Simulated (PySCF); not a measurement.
Computed IR spectrum (relative IR intensity) of a molecule C2H6ClFSi. Geometry: PBE-D3(BJ)/def2-SVP. The values are those of a single conformer. All values below come from PySCF 2.14.0 with PBE-D3(BJ)/def2-SVP. Frequencies are harmonic and unscaled.

Lines under 2 % of the strongest are left out, and lines within 2 cm⁻¹ are merged.

```
ν (cm⁻¹)  relative intensity
--------  ------------------
490                       13
506                      3.7
640                      7.3
769                       23
818                       22
879                      100
910                       15
916                       17
942                       41
1058                      35
1160                      21
1195                      38
1241                      12
1321                      11
1362                     7.2
2166                      50
2187                      32
2197                      45
3012                      14
```

Which molecule gave these data?
A) F[SiH2]CCCl
B) CC[Si@@H](F)Cl
C) F[C@@H](Cl)C[SiH3]
D) C[Si](C)(F)Cl

C, F[C@@H](Cl)C[SiH3]
